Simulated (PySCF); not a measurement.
Computed shifts of a molecule CH₅F₂NOSi, PBE0/pcSseg-1 in PySCF, GIAO, gas phase, atoms alike by connectivity averaged where their shifts nearly agree, in ppm (number of nuclei): ¹³C: 56.0 (1). ²⁹Si: -68.3 (1). ¹⁵N: 16.7 (1). ¹⁹F: -155.4 (1), -168.6 (1). ¹H: 4.08 (3), 1.14 (1), 0.84 (1). References: ¹³C against TMS (σ = 186.3 ppm); ¹⁷O against H2O (σ = 334.2 ppm); ²⁹Si against TMS (σ = 352.7 ppm); ¹⁵N against NH3 (σ = 267.4 ppm); ¹⁹F against CFCl3 (σ = 167.2 ppm); ¹H against TMS (σ = 31.56 ppm), references at their B3LYP-D3(BJ)/def2-TZVP geometries, non-relativistic. Geometry optimised at B3LYP-D3(BJ)/def2-SVP. Other conformers were not sampled.

Which structure fits?
A) NC[Si](O)(F)F
B) CO[Si](N)(F)F
C) N[Si@](O)(F)CF
D) CN[Si](O)(F)F

B, CO[Si](N)(F)F
